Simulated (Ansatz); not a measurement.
This geometry of CH₄NSb (7 atoms, charge 0, multiplicity 1) is a first-order saddle point.

Theory: RKS r2SCANh/def2-SVP (Ansatz).

```xyz
7
Properties=species:S:1:pos:R:3
C -0.811 -0.432 -0.648
N -0.490 -0.301 0.587
Sb 1.452 0.152 1.369
H -1.878 -0.443 -0.925
H -0.084 -0.543 -1.473
H -0.267 0.859 1.233
H 2.079 0.707 -0.143
```

Q: Which two structures does it join? (They come from a converged band through this point; their orientation in space is the band's.)

A: Bonds broken: Sb3–H6. Bonds formed: N2–H6.

First end point:

```xyz
7
Properties=species:S:1:pos:R:3
C -0.887 -0.526 -0.774
N -0.713 -0.490 0.476
Sb 1.171 -0.053 1.275
H -1.885 -0.800 -1.168
H -0.125 -0.297 -1.549
H 0.629 1.456 1.878
H 1.810 0.711 -0.138
```

Last end point:

```xyz
7
Properties=species:S:1:pos:R:3
C -0.788 -0.269 -0.573
N -0.250 0.113 0.547
Sb 1.707 0.572 1.199
H -1.865 -0.443 -0.645
H -0.152 -0.416 -1.447
H -0.922 0.224 1.307
H 2.269 0.220 -0.388
```

Q: How far does it lie above each of them?

A: 39.9 kcal/mol above the first and 42.3 kcal/mol above the second. This is the barrier of this one path; another mechanism may lie lower. The orbitals stay closed-shell, which can raise the energy where a bond breaks towards radicals; this wasn't checked here.

Run time: 3.8 min on 2 threads of Arm Neoverse V2, on a shared host, peak memory 0.2 GiB.
